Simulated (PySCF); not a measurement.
Cartesian coordinates in Å; atom numbers follow the order of the lines, from 1:
```xyz
15

Si    2.3170   -0.0653    0.8317
C     0.5614   -0.0182    0.1968
C    -0.1437   -1.1970   -0.0484
C    -1.4517   -1.1644   -0.5102
C    -2.0769    0.0520   -0.7365
C    -1.3903    1.2349   -0.4996
C    -0.0845    1.1980   -0.0377
H     3.2192    0.7223   -0.0511
H     2.7821   -1.4766    0.8753
H     2.4050    0.5143    2.1995
H     0.3348   -2.1560    0.1226
H    -1.9831   -2.0910   -0.6955
H    -3.0983    0.0798   -1.0984
H    -1.8748    2.1884   -0.6767
H     0.4382    2.1330    0.1406
```

Geometry: PBE0-D3(BJ)/def2-TZVP; GIAO absolute shieldings from PySCF 2.14, gas phase, non-relativistic, averaged over equivalent atoms.

At wB97X-D/pcSseg-2 (371 basis functions, 84 s wall time on 1 thread of an Arm Neoverse V1, shared host):
```
    atoms  σ (ppm)
      Si1    406.3
    C3/C7     38.3
       C5     44.9
       C2     45.9
    C4/C6     47.1
  H11/H15    23.61
      H13    23.86
  H12/H14    23.90
H8/H9/H10    26.93
```

Estimate the result of repeating the calculation with B97-2/pcSseg-2.

Answers


| atoms | σ at B97-2/pcSseg-2 | change |
| --- | --- | --- |
| Si1 | 411.7 | +5.4 |
| C3/C7 | 42.2 | +3.9 |
| C5 | 48.8 | +3.9 |
| C2 | 49.6 | +3.7 |
| C4/C6 | 50.7 | +3.6 |
| H11/H15 | 23.70 | +0.09 |
| H13 | 23.96 | +0.10 |
| H12/H14 | 24.00 | +0.10 |
| H8/H9/H10 | 26.98 | +0.05 |

The largest change is at Si1 (silicon bonded to C, 3 H). Cost: 371 basis functions, 64 s wall time on 1 thread of an Arm Neoverse V1, shared host. The order of the carbon signals is the same at both levels.
